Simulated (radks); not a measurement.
Problem. These are the eigenvalues of the occupied orbitals of an atom or ion with whole-number occupations (hartree). Calculated with a radial shooting solver on a logarithmic mesh with Libxc functionals: scalar-relativistic Kohn-Sham, LDA (Slater exchange, VWN5 correlation), spin-polarised, spherical densities, finite nucleus; Fermi nuclear charge, rms radius of each element as measured or else 0.836 A^(1/3) + 0.57 fm.

1s up: -1873.510
1s down: -1872.996
2s up: -426.4124
2s down: -425.7182
2p up: -398.7384
2p down: -397.9133

Which element is it, and in what charge state? The configuration may be excited. Open shells, if any, are filled with parallel spins first.

Solution. Z = 62, samarium, charge +53: Sm53+ in [He] 2s2 2p5. The list shows which subshells hold electrons but not how many an open one holds; the 1s level, -1873.5 hartree, gives Z - s = 61.2 by -(Z - s)^2/2, which with screening and relativity narrows Z to a few neighbours, and the depths of the outer levels then fix element, charge and occupations together.
